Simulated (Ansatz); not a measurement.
Consider the ligand exchange at the Si–C bond: `O[SiH2]C#C[SiH2]F` + `CSS` → `CSS[SiH2]O` + `C#C[SiH2]F`.

Calculated with Ansatz (gas phase, PBE0-D4/def2-TZVP geometries, no zero-point term in ΔE). CCSD(T)/CBS adds triple-zeta CCSD(T) − MP2 to the extrapolated MP2 energy (def2 sets, frozen cores). This one scheme is used for every species. Functionals use def2-TZVPP. One conformer a species, not always the lowest.

`O[SiH2]C#C[SiH2]F`:

```xyz
11

O    -2.820    0.473   -1.146
Si   -1.951    0.999    0.141
C    -0.256    0.297    0.133
C     0.858   -0.187    0.139
Si    2.544   -0.869    0.117
F     2.574   -2.219    0.967
H    -2.924   -0.471   -1.268
H    -2.566    0.605    1.433
H    -1.869    2.468    0.014
H     3.477    0.094    0.742
H     2.933   -1.190   -1.272
```

`CSS`:

Z-matrix (Å, degrees):
```
C
S 1 1.802
H 1 1.089 2 110.8
H 1 1.090 2 111.1 3 123.0
H 1 1.093 2 106.0 3 -118.4
S 2 2.037 1 103.0 3 -56.7
H 6 1.349 2 99.3 1 -87.6
```

`CSS[SiH2]O`:

Z-matrix (Å, degrees):
```
C
S 1 1.800
H 1 1.089 2 111.0
H 1 1.089 2 110.4 3 122.8
H 1 1.093 2 106.1 3 -118.7
S 2 2.064 1 102.3 3 -61.3
Si 6 2.142 2 93.5 1 92.2
O 7 1.638 6 112.8 2 61.8
H 7 1.485 6 107.1 2 -60.5
H 7 1.481 6 107.5 2 179.1
H 8 0.960 7 115.5 6 -58.7
```

`C#C[SiH2]F`:

```xyz
7

C     0.092   -1.623    1.104
C     0.036   -0.629    0.424
Si   -0.057    0.894   -0.563
F     0.214    0.542   -2.095
H     0.143   -2.504    1.702
H    -1.412    1.476   -0.456
H     0.983    1.844   -0.116
```

```json
{"level": "B97M-V", "ΔE (kJ/mol)": "-29.7"}
{"level": "SCS-MP2/def2-TZVPP", "ΔE (kJ/mol)": "-26.4"}
```

Problem. What does CCSD(T)/CBS give? (Best estimate.)

Solution. The calculation gave: -32.4 kJ/mol. The listed levels differ from it by 2.7, 6.0 kJ/mol.

Problem. What do rigid-rotor, harmonic-oscillator terms from PBE0-D4/def2-TZVP frequencies (298.15 K, 1 bar) make of the CCSD(T)/CBS value? (Best estimate.)

Solution. Computed: ΔZPE = +4.8 kJ/mol, ΔH = -28.5 kJ/mol, ΔS = -22 J/(mol·K), ΔG = -21.8 kJ/mol. Modes under 50 cm⁻¹ make the entropy rough.

Largest T1 diagnostic among the species: 0.012.

At CCSD(T), def2-SVP lies +5.1 kJ/mol from the extrapolated value and def2-TZVPP +3.8 kJ/mol. Leaving LDA and LC-ωPBE aside and taking each functional with its dispersion term where it has one, the values, not all of them listed here, spread over 10.8 kJ/mol, from revPBE-D4 to B2PLYP. LDA lies −8.0 kJ/mol from PBE without D4.

CCSD(T)/CBS has its own doubt, a few kJ/mol and more with outer-core shells, so smaller differences from it don't rank the levels.
